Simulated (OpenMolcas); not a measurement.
Ta3+ among 8 point charges of -1.2 e arranged as a cube (Oh).

| Item | Value |
| --- | --- |
| Program | OpenMolcas 26.06 |
| Method | CASSCF |
| Basis | ANO-RCC-VDZP [7s6p4d2f1g] |
| Scalar Hamiltonian | DKH2, point nucleus |
| Active space | 2 electrons in 5 orbitals (5d) |
| State averaging | 2S+1 = 3 even, 10 roots; 2S+1 = 1 even, 15 roots |
| Spin-orbit coupling | RASSI with atomic mean-field integrals over the reference wave functions |

All point charges move together. At R = 1.98 Å |10Dq| is 15769 cm-1, and at R = 2.2 Å it is 10043 cm-1.

**Question.** A third run gives 13064 cm-1. What distance was it run at?

**Answer.** With a power law R^-n the two known points give n = -ln(10043 / 15769) / ln(2.2 / 1.98) = 4.28. Then R = 1.98 × (15769 / 13064)^(1/4.28) = 2.069 Å. The run was at 2.07 Å, so the estimate is off by -0.001 Å.

Without dynamic correlation the repulsion within the d shell is too large (B by tens of per cent), so at a given field states of lower spin stand too high. This is an electrostatic model: the charges have no orbitals. No measured value stands beside these numbers.
